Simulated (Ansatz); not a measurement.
C$_{3}$H$_{7}$BO (SMILES C=CB(C)O), singlet, at a GFN2-xTB geometry, with bond 10-7 at 1.8 times its length; SC-NEVPT2/STO-3G, CASSCF(6,5) run with Ansatz (a first-principles code).

Here is a job for Ansatz.
Ansatz 0.2 input:
```yaml
crystal:
  periodic: [false, false, false]
  atoms:
    - {symbol: B, position_ang: [-0.23676545, 0.16586191, 0.35644781]}
    - {symbol: C, position_ang: [-1.72048886, 0.14922146, 0.94129572]}
    - {symbol: H, position_ang: [-2.03806660, -0.86830578, 1.16122290]}
    - {symbol: H, position_ang: [-2.42830576, 0.53755004, 0.21137134]}
    - {symbol: H, position_ang: [-1.83583540, 0.73345215, 1.85347852]}
    - {symbol: C, position_ang: [0.08925810, -0.62613509, -0.95843104]}
    - {symbol: C, position_ang: [1.28487250, -0.64835587, -1.53708201]}
    - {symbol: H, position_ang: [-0.71077074, -1.18968312, -1.42705915]}
    - {symbol: H, position_ang: [1.49052508, -1.19798651, -2.44355095]}
    - {symbol: H, position_ang: [2.77368452, 0.33082676, -0.76991072]}
    - {symbol: O, position_ang: [0.76540987, 0.83699188, 0.94419436]}
    - {symbol: H, position_ang: [0.54916109, 1.31571119, 1.74492309]}
basis:
  gaussian:
    orbitals: STO-3G
magnetization: {spin_polarized: false}
correlation: {method: sc_nevpt2, electrons: all, active_space: {window: {electrons: 6, orbitals: 5}}}
```

It wrote (shortened):

```
Functional definition: HF
441 factors; integrals over basis functions are off by at most 9.1e-5 eV
mean field evaluation 1: about -5829.5804 eV, gradient 2.3e1 eV
mean field evaluation 2: about -5829.7279 eV, gradient 2.3e1 eV
mean field evaluation 4: about -5831.7926 eV, gradient 2.5e0 eV
mean field evaluation 8: about -5831.8174 eV, gradient 2.4e-2 eV
mean field -5831.81742867 eV, -214.3153375558 hartree, gradient 1.5e-6 eV, S^2 0.000000; 0 other end points of the search recorded, 0 dependent functions left out; unrestricted orbitals would lower it
reference -5831.81742867 eV, -214.3153375558 hartree; 19, 19 occupied and 13, 13 virtual orbitals, 441 factors
state -5835.39519491 eV, -214.4468180401 hartree
state -5835.39519491 eV, -214.4468180401 hartree; corrected -5840.82969034 eV, -214.6465320636 hartree
Total energy: -5840.82969034 eV, -214.6465320636 hartree
```
